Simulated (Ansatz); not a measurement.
Cost and result up the ladder for the cluster Si₅H₂ (7 atoms). Total charge 0; singlet. Geometry: B3LYP-D4/def2-SVP.

```xyz
7

Si    1.047   -1.329    0.805
Si   -1.056    0.670    1.395
Si   -0.574   -0.356   -0.841
Si    0.968    0.943    0.260
Si   -1.357   -1.688    0.879
H    -0.901   -0.274   -2.286
H     1.874    2.034   -0.211
```

Ansatz on 4 threads of Arm Neoverse V2 on a shared host. Times are rough, and most runs start from the orbitals of an earlier one. r2SCAN0-D4/def2-TZVP serves as the yardstick here, not as an exact answer. Binding counts from free atoms at the same level (Si triplet, H doublet; other spins of the atoms weren't run), without zero-point energy.

B3LYP takes the VWN-RPA correlation. Correlated methods freeze 25 core orbitals. The structure comes from a short search, and lower isomers may exist.

| level | functions | binding energy per atom (eV) | difference from r2SCAN0-D4/def2-TZVP (eV) | remarks |
| --- | --- | --- | --- | --- |
| CCSD(T)/def2-TZVPP | 238 | 3.03 | -0.13 | large T1 |
| r2SCAN0-D4/def2-TZVP | 197 | 3.16 | 0.00 | – |
| PBE-D4/def2-TZVP (with forces) | 197 | 3.29 | 0.13 | – |
| r2SCAN-D4/def2-TZVP | 197 | 3.23 | 0.08 | – |
| B3LYP-D4/def2-TZVP | 197 | 3.08 | -0.08 | – |
| PBE0-D4/def2-TZVP | 197 | 3.21 | 0.05 | – |

Q: Estimate how long each takes.

A: PBE-D4/def2-TZVP (with forces) 2.4 s; B3LYP-D4/def2-TZVP 3.1 s; PBE0-D4/def2-TZVP 3.8 s; r2SCAN-D4/def2-TZVP 4.7 s; r2SCAN0-D4/def2-TZVP 6 s; CCSD(T)/def2-TZVPP 50 s. On shared hardware such times vary by a factor of up to 3.
